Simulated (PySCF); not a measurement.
Molecule: Te(Cl)2, SMILES Cl[Te]Cl. Atoms near the plane z = 0.0 Å, at the PBE0/def2-SVP optimised geometry (x, y, z in Å): Te1 (-1.0, -1.2, 0.0), Cl2 (-1.4, 1.2, 0.0), Cl3 (1.4, -1.2, 0.0).

Computed with PBE0/def2-TZVP, def2 effective core potentials past Kr (PySCF). The core electrons that the potentials of Te replace are not part of the density. Cells within 0.4 Å of a nucleus heavier than hydrogen are left out (blank, or x). The values are rescaled to run from 0 to 1.

```
|00011111110000000000000000000|
|00011111111000000000000000000|
|00111112211100000000000000000|
|00111223332110000000000000000|
|00112346765311000000000000000|
|00113599999731000000000000000|
|00124999999972000000000000000|
|00127999999995100000000000000|
|00139999xx9998200000000000000|
|0013999xxxx999310000000000000|
|0013999xxx9999310000000000000|
|11138999999999421000000000000|
|11136999999999632110000000000|
|12235999999999964322221100000|
|22346999999999997689974311100|
|33469999999999999999999732110|
|34579999999999999999999973211|
|34699999999999999999999995211|
|456999999xxx9999999xxx9996321|
|457999999xxx999999xxxx9996321|
|4569999999x99999999xx99995311|
|45689999999999999999999984211|
|44579999999999999999999952111|
|34568999999999999999996421111|
|34456899999999986444432111110|
|33445679999999864321111000000|
|33344567789987643211000000000|
|23334455666665433211000000000|
|22333344455544332211100000000|
```
Scale: ten equal steps from 0.000 (start of '0') to 1.00 (end of '9'), in the order '0123456789'; x runs from -3.50 to 3.50, y from -3.50 (bottom) to 3.50 (top).

**Question.** Which quantity is mapped?
A. deformation density (molecule minus spherical neutral atoms)
B. electron localisation function
C. Laplacian of the electron density
D. electrostatic potential

**Answer.** D, electrostatic potential. In full: electrostatic potential (hartree/e), clipped to [-0.08, 0.12].
